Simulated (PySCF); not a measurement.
Ge(H)(SMe)3, C3H10GeS3, SMILES C[S][GeH]([S]C)[S]C at its GFN2-xTB optimised geometry (Å):

```
17

Ge    -0.3213    -1.0349     0.0000
S      1.9202    -1.0349     0.0000
C      2.2693     0.4121     1.0543
S     -1.1383    -2.1886    -1.7338
C     -0.1812    -1.4129    -3.0824
S     -1.0650     1.1016     0.0000
C     -2.8525     0.7625    -0.0601
H     -0.9173    -1.7316     1.2487
H      1.9977     0.1943     2.0819
H      3.3383     0.5797     0.9778
H      1.7264     1.2767     0.6856
H      0.8772    -1.6074    -2.9351
H     -0.5236    -1.8768    -4.0008
H     -0.3770    -0.3443    -3.1099
H     -3.3383     1.7316    -0.0978
H     -3.1562     0.2263     0.8341
H     -3.0927     0.1873    -0.9498
```

Computed with CAM-B3LYP/def2-SVP run with PySCF. Cells within 0.4 Å of a nucleus heavier than hydrogen are left out (blank, or x).

Map of the log10 of the electron density (e/bohr³), floored at −4 on the plane z = 0.8 Å:

```
|000000000000000000000000000|
|000000000000000000000000000|
|000000000000000000000000000|
|000000000000000000000000000|
|000000000000000000000000000|
|000000000011000000000000000|
|000012112233321001000000000|
|000233333455442223321000000|
|001345545666654355543210000|
|002356666788764568765432000|
|002457777889865589987654200|
|002468887888865579999875200|
|002579987788765579xx9975200|
|002468976677765578998764200|
|001356765567776678987643100|
|000234444578887788886531000|
|000012234678887788886531000|
|000000124689876678876420000|
|000000024578765566665310000|
|000000013456654445543200000|
|000000001334432233332000000|
|000000000122211111100000000|
|000000000000000000000000000|
|000000000000000000000000000|
|000000000000000000000000000|
|000000000000000000000000000|
|000000000000000000000000000|
```
Scale: ten equal steps from -4.00 (start of '0') to -0.523 (end of '9'), in the order '0123456789'; x runs from -5.50 to 5.50, y from -5.50 (bottom) to 5.50 (top).
